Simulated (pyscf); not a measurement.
O=VH(OH)–OH, singlet

Gas-phase minimum from PySCF at ωB97X-D3(BJ)/def2-SVP, one conformer. 

```xyz
7

O      0.9632     0.8863    -1.7602
V      0.1226     0.9085    -0.4715
O      0.9167     0.1144     0.8559
O     -1.5304     0.4455    -0.7458
H      0.1135     2.4776    -0.1327
H      1.8268    -0.2077     0.8451
H     -1.9286     0.2966    -1.6126
```

Bond lengths (Å): O1–V2 1.539, V2–O3 1.739, V2–O4 1.738, V2–H5 1.605, O3–H6 0.966, O4–H7 0.966. Bond angles (°): O1–V2–O3 112.5, O1–V2–O4 112.5, O1–V2–H5 101.2, O3–V2–O4 115.7, O3–V2–H5 106.7, O4–V2–H5 106.8, V2–O3–H6 125.1, V2–O4–H7 125.1.

Properties at ωB97X-D3(BJ)/def2-SVP:

```
Quantity                                                                                                                                                                                            Value
---------------------------------------------------------------------------------------------------------------------  ----------------------------------------------------------------------------------
Harmonic wavenumbers, unscaled                                                                                         211, 249, 283, 436, 482, 596, 630, 638, 693, 810, 896, 1212, 1922, 3904, 3909 cm⁻¹
Zero-point energy                                                                                                                                                                           24.1 kcal/mol
Rotational symmetry number                                                                                                                                                                              1
Entropy of this conformer at 298 K and 1 atm, rigid rotor and harmonic oscillator, modes under 100 cm⁻¹ raised to 100                                                                     308.0 J/(mol K)
Dipole moment                                                                                                                                                                                      1.31 D
```

Single-point totals, which compare only within one level (frozen core for MP2 and CC):

| level | total energy (hartree) |
|---|---|
| ωB97X-D3(BJ)/def2-TZVP | -1171.67748 |
| PBE/def2-TZVP | -1171.27240 |
| r²SCAN/def2-TZVP | -1171.58118 |
| B3LYP-D3(BJ)/def2-TZVP | -1171.72115 |
| PBE0-D3(BJ)/def2-TZVP | -1171.23319 |
| M06-2X/def2-TZVP | -1171.50465 |
| ωB97M-D3(BJ)/def2-TZVP | -1171.74717 |
| HF/def2-TZVPP | -1169.29377 |
| MP2/def2-TZVPP | -1170.66882 |
| CCSD/def2-TZVPP | -1170.58890 |
| CCSD(T)/def2-TZVPP | -1170.67508 |

The CCSD(T) − MP2 part came from Ansatz, without density fitting, on the same reference. The frozen core leaves the outer d or s,p core shells of the metals and heavy elements correlated in the MP2 and CC values, and def2-TZVPP describes them poorly, so these totals are far from the basis limit.
